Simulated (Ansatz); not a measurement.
Molecule: WH$_{2}$, net charge 0, quintet state. The spin state was set by rule; other spins were not relaxed. 
Geometry from a B3LYP-D3(BJ)/def2-TZVP (Ansatz, a first-principles code) optimisation:
```xyz
3

W     -0.0002     0.0000    -0.0249
H      1.4421     0.0069     0.9118
H     -1.4290    -0.0085     0.9321
```
Charge 0, spin multiplicity 5.

Give the harmonic wavenumbers at B3LYP-D3(BJ)/def2-TZVP (Ansatz, finite differences of forces, unscaled).

650, 1913, 1926 cm⁻¹. Zero-point energy 6.4 kcal/mol.

From these and the geometry, give the ideal-gas thermochemistry at 298.15 K and 1 atm (rigid rotor, harmonic oscillator).

Point group C2v, rotational symmetry number 2. Rotational constants 282.7, 121.6, 85.04 GHz. S(trans) 41.57, S(rot) 13.98, S(vib) 0.37, S(elec, spin only) 3.20, S 59.1 cal/(mol K). H(298) - H(0) 2.46 kcal/mol; G - E(el) -8.8 kcal/mol.
